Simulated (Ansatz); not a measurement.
A run of Ansatz (development build ahead of 0.2.0) on singlet SiF4 at this shape:

| atom | x (Å) | y (Å) | z (Å) |
| --- | --- | --- | --- |
| Si | 0.0052 | -0.0473 | 0.0154 |
| F | 0.8949 | 0.8975 | 0.8743 |
| F | 0.8808 | -0.9181 | -0.8802 |
| F | -0.8752 | 0.8868 | -0.9125 |
| F | -0.8692 | -0.9265 | 0.9304 |

Its results:

- Converged: yes
- Total energy: -686.71333 hartree
- Spin squared of the determinant: 0.000

Which input gives this output? Name the method, the orbitals and the basis set, and write the input.

RHF in 6-31G. An unrestricted run that stays on the closed shell gives the same numbers.

```yaml
crystal:
  periodic: [false, false, false]
  atoms:
    - { symbol: Si, position_ang: [0.00516, -0.04729, 0.0154] }
    - { symbol: F, position_ang: [0.89487, 0.8975, 0.87428] }
    - { symbol: F, position_ang: [0.88082, -0.91807, -0.88018] }
    - { symbol: F, position_ang: [-0.87521, 0.88684, -0.91252] }
    - { symbol: F, position_ang: [-0.8692, -0.92648, 0.9304] }
basis:
  gaussian: { orbitals: "6-31G" }
hamiltonian:
  xc: hf
```
